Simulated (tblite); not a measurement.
Species: C6H7N.
Numbering: `[CH2:1]=[CH:2][c:3]1[cH:4][cH:5][cH:6][nH:7]1` (hydrogens: H8, H9 on C1; H10 on C2; H11 on C4; H12 on C5; H13 on C6; H14 on N7)

A start from a force field or distance geometry was refined with GFN2-xTB geometry optimisation, gas phase in tblite. Values at the start:

| coordinate | start |
| --- | --- |
| C1=C2 | 1.316 Å |
| C1–H8 | 1.098 Å |
| C1–H9 | 1.096 Å |
| C2–C3 | 1.479 Å |
| C2–H10 | 1.091 Å |
| C3–C4 | 1.376 Å |
| C3–N7 | 1.345 Å |
| C4–C5 | 1.396 Å |
| C4–H11 | 1.102 Å |
| C5–C6 | 1.373 Å |
| C5–H12 | 1.083 Å |
| C6–N7 | 1.337 Å |
| C6–H13 | 1.071 Å |
| N7–H14 | 1.053 Å |
| C1–C2–C3 | 120.9° |
| C2–C3–C4 | 127.4° |
| C2–C3–N7 | 125.6° |
| C3–C4–C5 | 107.7° |
| C3–N7–C6 | 110.7° |
| C4–C3–N7 | 107.0° |
| C4–C5–C6 | 106.6° |
| C5–C6–N7 | 108.1° |

Question: How do these coordinates change at the GFN2-xTB level?

Answer: 
| coordinate | GFN2-xTB (Å or °) | change |
| --- | --- | --- |
| N7–H14 | 1.005 | -0.048 |
| C2–C3 | 1.438 | -0.041 |
| C4–H11 | 1.072 | -0.030 |
| C3–N7 | 1.367 | +0.022 |
| C1–H9 | 1.075 | -0.021 |
| C1–H8 | 1.078 | -0.020 |
| C6–N7 | 1.355 | +0.018 |
| C1=C2 | 1.331 | +0.015 |
| C5–H12 | 1.072 | -0.011 |
| C2–H10 | 1.082 | -0.009 |
| C3–C4 | 1.383 | +0.007 |
| C4–C5 | 1.403 | +0.007 |
| C6–H13 | 1.073 | +0.002 |
| C5–C6 | 1.372 | -0.001 |
| C1–C2–C3 | 126.4 | +5.5 |
| C2–C3–C4 | 128.8 | +1.4 |
| C2–C3–N7 | 124.2 | -1.4 |
| C3–N7–C6 | 109.9 | -0.8 |
| C4–C5–C6 | 107.1 | +0.5 |
| C5–C6–N7 | 108.3 | +0.2 |
| C3–C4–C5 | 107.7 | 0.0 |
| C4–C3–N7 | 107.0 | 0.0 |

The energy falls by 19.9 kJ/mol over 30 L-BFGS steps, the largest force on an atom goes from 2.73 to 0.009 eV/Å, and the atoms move by 0.061 Å rms after alignment. The bond that changes most is N7–H14 (pyrrole-type nitrogen to N–H hydrogen), which shortens by 0.048 Å. Bonds longer at the end by more than 0.005 Å: 5 of 14; shorter: 7. Rotational constants go from 7814, 2091, 1650 to 7815, 2065, 1633 MHz.

Its GFN2-xTB frequencies are all real (lowest 98 cm⁻¹). The numbers are those of one conformer. 2 starts were optimised and ended at 0.00 and 0.35 kcal/mol (GFN2-xTB); the lowest of these is shown.

Conformer computed: `[CH2:1]=[CH:2][c:3]1[cH:4][cH:5][cH:6][nH:7]1`: C1–C2–C3–C4 180°.
